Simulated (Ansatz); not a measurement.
Ideal-gas functions of F2H3Si2 (`F[SiH](F)[SiH2]`) radical at 298.15 K and 1 bar, from an Ansatz frequency run at PBE0-D4/def2-TZVP.

Molar mass 97.19 g/mol, point group C1 (symmetry number 1), electronic degeneracy 2, moments of inertia 75.759, 175.217, 224.856 u Å². Harmonic wavenumbers (cm⁻¹, unscaled): 84, 159, 212, 314, 408, 463, 529, 810, 826, 857, 921, 940, 2216, 2242, 2256.

Use S(trans) = R[1.5 ln M + 2.5 ln T − 1.1517]; rotational temperatures θ = 24.2544 K / I; S(rot) = R[ln(√π/σ · √(T³/θAθBθC)) + 1.5]; for each mode x = 1.438777 ν̃/T, S = R[x/(eˣ − 1) − ln(1 − e⁻ˣ)] and H = RT x/(eˣ − 1); 1 cm⁻¹ = 0.0119627 kJ/mol; R = 8.31446 J/(mol·K).

**Question.** By hand: the entropy, in J/(mol·K).

**Answer.** Translation 165.9. Rotation: θ = 0.3202, 0.1384, 0.1079 K, giving 110.5. Vibration, mode by mode: 15.88, 10.72, 8.48, 5.61, 3.91, 3.17, 2.47, 0.83, 0.78, 0.69, 0.54, 0.50, 0.00, 0.00, 0.00, in all 53.6. Electronic 5.8. Sum 335.8 J/(mol·K).

**Question.** By hand: H − E and G − E in kJ/mol, counted from the electronic energy.

**Answer.** Zero-point energy ½ × 13237 × 0.0119627 = 79.2; thermal vibration 8.9; translation, rotation and pV give 4 RT = 9.9. H − E = 98.0 kJ/mol, and G − E = 98.0 − 298.15 × 335.8/1000 = -2.1 kJ/mol.

Vibration gives 16 % of the entropy, 15.9 J/(mol·K) of it from the mode under 150 cm⁻¹: soft modes count most, and the harmonic formula is weakest for them. The sum counts one conformer and one mirror image; others add a mixing term.
